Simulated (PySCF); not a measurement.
## Dipole response of Ar⁺ (argon, charge +1)

[Ne] 3s2 3p5, 2P determinant. Calculation: PySCF 2.14, in aug-cc-pwCVQZ (10s9p7d5f3g, 134 functions); the non-relativistic Hamiltonian (point nucleus). Coupled (time-dependent) response in atomic units; α is the mean over directions.

| method | mean α (bohr³) | α xx, yy, zz | C₆ (like pair) | S(−4) |
| --- | --- | --- | --- | --- |
| MN15 | 6.809 | 6.762, 6.833, 6.833 | 29.72 | 10.37 |

S(−4) is the Cauchy moment in α(ω) = α(0) + S(−4) ω² + …

α(iu) at MN15:

```
u (hartree)  α(iu) (bohr³)
          0          6.809
     0.0500          6.783
      0.100          6.707
      0.200          6.421
      0.300          6.001
      0.500          4.988
      0.750          3.790
       1.00          2.866
       1.50          1.726
       2.00          1.132
       3.00         0.5957
       5.00         0.2591
```

For an ion, C₆ is the dispersion term alone; charge-induced terms of lower order in 1/R come first.

The components differ because the open shell of this determinant is not spherical; for a pure term their mean is the scalar polarisability.
